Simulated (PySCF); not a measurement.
Worked example: refractive index and permittivity of the vapour

H6NSi2, SMILES [SiH2]N[SiH3], multiplicity 2.

Geometry: r2SCAN-D4/def2-SVP. The isomer is the one that the SMILES or the coordinates give; other isomers of the formula were not compared.

PBE/def2-TZVPD (PySCF) gives a mean static polarisability of 73.4 bohr³ and a dipole moment of 1.07 D. Take an ideal gas at 298.15 K and 1 bar, whether or not the substance is that volatile.

Question: Work out n − 1 in the optical limit and the static ε − 1.

Answer: 
Polarisability volume α' = 73.4 × 0.148185 = 10.88 Å³. Number density N = p/kT = 2.43e-5 Å⁻³.
Dilute limit of Lorentz–Lorenz: n − 1 = 2π N α' = 0.0017.
Orientation term of Debye: μ²/(3kT) = 8.098 Å³ × μ²(D²) = 9.27 Å³.
ε − 1 = 4π N (α' + μ²/3kT) = 0.0062. Orientation of the dipole supplies 46 % of the static response; it can't follow optical fields. Vibrational polarisation and dispersion are left out.
